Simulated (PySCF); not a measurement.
A structure optimised at B3LYP-D3(BJ)/def2-SVP, used in a PySCF frequency run:

```
O
Ti 1 1.7771
O 2 1.8010 1 110.89
H 3 0.9643 2 129.09 1 -5.95
O 2 1.8038 1 109.85 3 -122.72
H 5 0.9648 2 127.65 1 135.84
O 2 1.8178 1 105.70 5 -118.15
H 7 0.9647 2 126.32 1 110.09
Sn 1 2.0101 2 129.91 3 -121.81
H 9 1.7149 1 106.78 2 64.77
H 9 1.7154 10 113.12 1 117.05
H 9 1.7168 10 112.45 11 128.69
```
Charge 0, spin multiplicity 1.

Write its SMILES and formula.

[OH][Ti]([OH])([OH])[O][SnH3], H6O4SnTi

What are its rotational constants (standard atomic weights)?

3.1458, 0.59038, 0.58577 GHz
